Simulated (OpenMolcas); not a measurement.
**Cu2+ in a point-charge field**

Cu2+ among 6 point charges of -1 e arranged as a tetragonal octahedron (D4h), 1.97 Å from the ion, with the axial distance 1.734 Å.

| Item | Value |
| --- | --- |
| Program | OpenMolcas 26.06 |
| Method | CASSCF |
| Basis | ANO-RCC-VDZP [5s4p2d1f] |
| Scalar Hamiltonian | DKH2, point nucleus |
| Active space | 9 electrons in 5 orbitals (3d) |
| State averaging | 2S+1 = 2 even, 5 roots |
| Spin-orbit coupling | state interaction with AMFI integrals over the reference wave functions |

The lowest spin-free states (labels of D4, the rotations of D4h), above the lowest:

```csv
State,Degeneracy,E (cm-1),Free-ion L (%)
2A1,1,0.0,D (100)
2B1,1,2903,D (100)
2E,2,3283,D (100)
2B2,1,4867,D (100)
```

The lowest levels with spin-orbit coupling:

| E (cm-1) | Degeneracy | Label | 2S+1 | g |
| --- | --- | --- | --- | --- |
| 0.0 | 2 | E1/2 | 2 | 1.87 3.08 3.08 |
| 2544 | 2 | E3/2 | 2 | 0.06 2.66 2.66 |
| 3227 | 2 | E3/2 | 2 | 1.15 1.79 1.79 |
| 4249 | 2 | E1/2 | 2 | 0.13 1.07 1.07 |
| 5685 | 2 | E3/2 | 2 | 0.87 0.87 1.10 |

Powder χT (cm3 K/mol): 0.702 at 2 K, 0.704 at 10 K, 0.717 at 50 K, 0.733 at 100 K, 0.765 at 200 K, 0.797 at 300 K. The effective moment at 300 K is 2.828 √(χT) = 2.52 μB.

The lowest level has 2S+1 = 2, for which the spin-only value is χT = S(S+1) / 2 = 0.375 cm3 K/mol (g = 2). The computed 0.797 at 300 K differs by +0.422, through orbital momentum, spin-orbit coupling and any other state in reach.

The ground term spreads over less than 5000 cm-1, several times less than with real ligands, so orbital moments are less quenched and χT lies further from the spin-only value than at real sites. Point charges carry no covalency, so the field is a model and not that of real ligands. No measured value stands beside these numbers.
